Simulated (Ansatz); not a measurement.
Gas-phase electronic energies from Ansatz, PBE0-D4/def2-TZVP geometries. CCSD(T)/CBS adds triple-zeta CCSD(T) − MP2 to the extrapolated MP2 energy (def2 sets, frozen cores). This one scheme is used for every species. DFT in def2-TZVPP. B3LYP here is the variant with VWN-RPA as its local correlation; programs differ in this. Each species was taken in one conformer, which may not be the lowest.

Reaction (formal exchange of groups at the Al–O bond): `[AlH2][O]B1CC1` + `FBF` → `F[B](F)[AlH2]` + `OB1CC1`

`[AlH2][O]B1CC1`:

Cartesian coordinates in Å:
```
Al -1.386 2.060 1.255
O -0.548 0.810 0.496
B 0.112 -0.168 -0.101
C 0.267 -1.096 -1.301
C 1.258 -1.172 -0.081
H -2.580 1.653 2.199
H -0.905 3.531 0.958
H 0.684 -0.738 -2.239
H -0.391 -1.949 -1.440
H 1.207 -2.072 0.526
H 2.282 -0.859 -0.272
```

`FBF`:

```xyz
4

F     0.724    0.669   -0.837
B     0.017   -0.029    0.021
F    -1.255    0.267    0.160
H     0.515   -0.906    0.656
```

`F[B](F)[AlH2]`:

Z-matrix (Å, degrees):
```
B
F 1 1.326
Al 1 2.156 2 122.6
F 1 1.326 2 114.9 3 -180.0
H 3 1.587 1 120.2 2 -90.0
H 3 1.587 1 120.1 2 90.0
```

`OB1CC1`:

Cartesian coordinates in Å:
```
O 1.526 -1.224 -0.540
B 0.514 -0.439 -0.144
C -0.428 0.731 -0.390
C -0.509 -0.127 0.928
H 1.876 -0.977 -1.401
H -0.092 1.758 -0.276
H -1.269 0.642 -1.073
H -0.221 0.376 1.847
H -1.398 -0.740 1.050
```

Is it downhill or uphill in electronic energy at CCSD(T)/CBS, and by how much? (Estimate.)

Computed: Uphill: ΔE = +43.0 kcal/mol.

What do these levels give: r2SCAN-D4, B3LYP-D4, PBE0, HF/def2-TZVPP, MP2/def2-TZVPP, SCS-MP2/def2-QZVPP? (Best estimate.)

The calculation gave: r2SCAN-D4 42.9, B3LYP-D4 43.2, PBE0 39.3, HF/def2-TZVPP 47.0, MP2/def2-TZVPP 45.2, SCS-MP2/def2-QZVPP 45.4 kcal/mol.

Largest T1 diagnostic among the species: 0.014.

From PBE to PBE0 (25 % exact exchange), in def2-TZVPP and without D4, ΔE moves by +1.6 kcal/mol. In def2-TZVPP, CCSD(T) changes the Hartree–Fock value by −4.3 kcal/mol (the triples alone add −0.5 kcal/mol) and MP2 by −1.7 kcal/mol.
